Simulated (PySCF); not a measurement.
A structure optimised at PBE-D3(BJ)/def2-TZVPD, used in a PySCF frequency run:

```xyz
4

C      0.2290     0.7106     0.0000
O     -0.1574    -0.5501     0.0000
H      0.6440    -1.1156     0.0000
H     -0.7588     1.2528     0.0000
```
Charge 0, spin multiplicity 1.

### Question
Write its SMILES, formula and point group.

### Answer
[H]/[C-]=[O+]/[H], CH2O, Cs

### Question
What are its rotational constants (standard atomic weights)?

### Answer
281.69, 36.168, 32.052 GHz
